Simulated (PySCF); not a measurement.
CH₃FO₂Si, SMILES C([SiH2]F)(O)=O. Geometry: PBE-D3(BJ)/def2-SVP. This is a generated structure with no PubChem entry under its InChIKey; it may be hypothetical. The values are those of a single conformer.

**Question.** Give the equilibrium geometry at PBE-D3(BJ)/def2-SVP (PySCF confirms it by a frequency run) as bond lengths and angles, and its point group. (The exact figures need the calculation; the answer reports its results.)

**Answer.** This is not unique; one that fits is point group Cs.
Atoms: O1 C2 O3 Si4 F5 H6 H7 H8. Bond lengths (Å): O1–C2 1.219, C2–O3 1.350, C2–Si4 1.922, O3–H6 0.988, Si4–F5 1.638, Si4–H7 1.497, Si4–H8 1.497. Angles (°): O1–C2–O3 123.9, O1–C2–Si4 118.7, O3–C2–Si4 117.4, C2–O3–H6 106.2, C2–Si4–F5 113.0, C2–Si4–H7 106.7, C2–Si4–H8 106.7, F5–Si4–H7 109.1, F5–Si4–H8 109.1, H7–Si4–H8 112.2.
